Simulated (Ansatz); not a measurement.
Species: BO, net charge 0, doublet state. SMILES: [B]=O
Geometry: optimised at B3LYP-D3(BJ)/def2-TZVP (Ansatz, a quantum-chemistry and plane-wave program).

Computed values are from Ansatz. Valence correlation only, unless marked. UHF or UKS for open shells. Spin-orbit coupling is left out. No relativistic terms. CBS marks a two-point X^-3 extrapolation of the correlation energy; Hartree-Fock from the larger set (for Q and 5 zeta extrapolated as (X+1)exp(-9√X)).

```yaml
atomisation energy De: 811.0 kJ/mol at CCSD(T)/CBS(cc-pVQZ,cc-pV5Z)
vertical electron affinity (to the singlet; negative means unbound): 2.46 eV at CCSD(T)/CBS(aug-cc-pVTZ,aug-cc-pVQZ)
total_energy: -99.9167 Eh at CCSD(T)/CBS(cc-pVQZ,cc-pV5Z)
dipole_moment: 2.26 D at CCSD(T)/aug-cc-pVDZ
T1 diagnostic: 0.028 at CCSD/cc-pV5Z
```
